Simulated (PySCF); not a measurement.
## Working out the ionisation energy of Cu⁺

Cu⁺ [Ar] 3d10 (1S) → Cu²⁺ [Ar] 3d9 (2D). All numbers are calculated (PySCF 2.14, no relativity, point nucleus, in def2-SVP). Frozen: [Ar]. Energies in hartree (1 hartree = 27.21139 eV):

```
             part   Cu⁺ (lower)  Cu²⁺ (upper)
              UHF  -1638.459177  -1637.817772
MP2 opposite-spin     -0.166054     -0.102946
    MP2 same-spin     -0.103069     -0.064665
```

Task: What does Hartree-Fock give?

Result: (-1637.817772) − (-1638.459177) = 0.641405 hartree = 17.454 eV.

Task: What do MP2 and SCS-MP2 (6/5 opposite-spin, 1/3 same-spin) give?

Result: The opposite-spin parts differ by 1.717 eV and the same-spin parts by 1.045 eV. MP2: 17.454 + (1.717) + (1.045) = 20.216 eV. SCS-MP2: 17.454 + 1.2 × (1.717) + (1.045)/3 = 19.863 eV.

Reference: 20.292 eV (measured; NIST Atomic Spectra Database, ionization energies), between the lowest levels; spin-orbit coupling is absent from the calculation.

The calculation is non-relativistic.

A double-zeta basis recovers only part of the correlation energy.

What remains against the reference includes basis incompleteness, the frozen core and correlation beyond second order.
